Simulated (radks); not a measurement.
Charge is removed step by step from the 3p down level of the potassium ion K2+, starting from [Ne] 3s2 3p(up 3, down 2). All-electron calculation, non-relativistic Kohn-Sham, SCAN, spin-polarised, spherical densities, point nucleus; meta-GGA in the generalised Kohn-Sham scheme. Program: a radial shooting solver on a logarithmic mesh with Libxc functionals.

removed (e)  E - E(0) (eV)  eigenvalue (eV)  E minus straight line (eV)
0                    0.000          -38.905                       0.000
0.25                10.166          -42.390                      -1.321
0.5                 21.216          -45.918                      -1.758
0.75                33.121          -49.480                      -1.341
1                   45.948          -53.068                       0.000

Removing the whole electron costs 45.948 eV by Delta-SCF, against 38.905 eV from minus the eigenvalue at the starting occupation. Slater's transition state (half an electron removed) gives 45.918 eV. Integrating minus the eigenvalue over the occupation (Janak's theorem) gives 45.941 eV. The mean slope of the eigenvalue, de/dn, is 14.2 eV per electron. Ionisation energy of K2+ in the NIST Atomic Spectra Database: 45.803 eV (semi-empirical).
